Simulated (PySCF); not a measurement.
Heteronuclear NMR

Numbering as in the mapped SMILES `[CH3:1][C:2](=[O:3])[O:4][CH2:5]/[CH:6]=[C:7](/[Cl:8])[SiH2:9][SiH3:10]`. Hydrogens are named by the atom that carries them.

Rapidly exchanging positions averaged, a single conformation, gas phase, relativity neglected. GFN2-xTB structure; σ from GIAO-PBE0/pcSseg-1; PySCF 2.14.

(1) Predict the 29Si NMR data.

(2) What are the 17O shifts?

Answers

(1) 
```tsv
atoms	environment	σ (ppm)	δ (ppm)
Si9	silicon bonded to C, Si, 2 H	423.7	-68.3
Si10	silicon bonded to Si, 3 H	464.7	-102.0
```

Shieldings were converted by a linear fit to measured shifts: 29Si (scatter 8.9 ppm rms, 25.8 ppm with the 6 outliers that the fit left out vs TMS, solution or neat liquid). A few per cent of atoms miss by over 2 rms, more outside the fitted compound classes.

On a 500 MHz spectrometer 29Si resonates near 99.3 MHz, so 1 ppm is 99.3 Hz.

(2) 
```json
{"atoms": "O3", "environment": "ester carbonyl oxygen", "σ (ppm)": "-120.9", "δ (ppm)": "376.8"}
{"atoms": "O4", "environment": "ester alkoxy oxygen", "σ (ppm)": "124.7", "δ (ppm)": "153.1"}
```

Shieldings were converted by a linear fit to measured shifts: 17O (scatter 10.7 ppm rms, 12.2 ppm with the 3 outliers that the fit left out vs liquid water, solution or neat liquid). A few per cent of atoms miss by over 2 rms, more outside the fitted compound classes.

On a 400 MHz spectrometer 17O resonates near 54.2 MHz, so 1 ppm is 54.2 Hz.
